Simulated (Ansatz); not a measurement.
`[Na][I]` from Hartree–Fock to CCSD(T)

```xyz
2

Na    1.208   -0.502   -0.361
I    -1.208    0.502    0.361
```

Charge 0, multiplicity 1. Correlated methods include outer-core shells of I, Na, which these sets cover unevenly. I takes the def2 core potential. The geometry is a stationary point of PBE0-D4/def2-TZVP. Frozen core, restricted reference, Ansatz.

```tsv
basis	HF (Eh)	MP2 corr.	CCSD corr.	(T)	CCSD(T) total
def2-SVP	-458.53162	-0.12378	-0.13110	-0.00203	-458.66475
def2-TZVPP	-458.59918	-0.66487	-0.64212	-0.01167	-459.25297
def2-QZVPP	-458.60691	-0.86244	-0.82188	-0.01825	-459.44704
```
